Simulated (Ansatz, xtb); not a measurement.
**A geometry optimisation of CMgO2S with r2SCAN-D4/def2-SVP**

The starting geometry of this gas-phase singlet was built from a drawn formula by distance geometry and a force field; its bonds are those of `O=[C]1O[S][Mg]1`.

```yaml
atoms:
  - { symbol: C, position_ang: [-1.3553, -0.4779, 1.9044] }
  - { symbol: Mg, position_ang: [0.7888, -0.4815, 1.6932] }
  - { symbol: O, position_ang: [-2.1757, -1.2791, 1.5549] }
  - { symbol: O, position_ang: [-1.3434, 0.7682, 2.7088] }
  - { symbol: S, position_ang: [-0.0531, 1.6328, 1.8639] }
```

**Question.** Predict what becomes of its bonds when it is optimised with r2SCAN-D4/def2-SVP.

**Answer.** It keeps its bonds, and is `O=[C]1O[S][Mg]1`.

The energy falls by 0.96 eV over 8 steps:

| step | E − E(last) (eV) |
| --- | --- |
| 1 | 0.960 |
| 2 | 0.391 |
| 3 | 0.240 |
| 4 | 0.066 |
| 5 | 0.025 |
| 6 | 0.012 |
| 7 | 0.001 |
| 8 | 0.000 |

Final geometry (Å):

```yaml
atoms:
  - { symbol: C, position_ang: [-1.3235, -0.6164, 1.8629] }
  - { symbol: Mg, position_ang: [0.8296, -0.4137, 1.6173] }
  - { symbol: O, position_ang: [-2.3096, -1.2813, 1.8440] }
  - { symbol: O, position_ang: [-1.3926, 0.7398, 2.1842] }
  - { symbol: S, position_ang: [0.0575, 1.7341, 2.2169] }
```

From the same start GFN2-xTB reaches the same bonding as this run.

No frequencies were run, so the end isn't proven a minimum. Run with Ansatz 0.2.0, 19 s on 2 threads of Arm Neoverse V1, on a shared host.
